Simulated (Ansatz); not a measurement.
Harmonic frequencies (cm⁻¹) at PBE0-D4/def2-TZVP from Ansatz: 86, 102, 119, 160, 218, 395, 439, 498, 511, 603, 668, 682, 784, 858, 915, 932, 938, 1156, 2205, 2217, 2231, 2236, 2590, 2686.

Which molecule is it?
A. `[SiH3][SiH2]BCl`
B. `[SiH3]B[SiH2]Cl`
C. `B[SiH]([SiH3])Cl`
D. `B[SiH2][SiH2]Cl`

C.
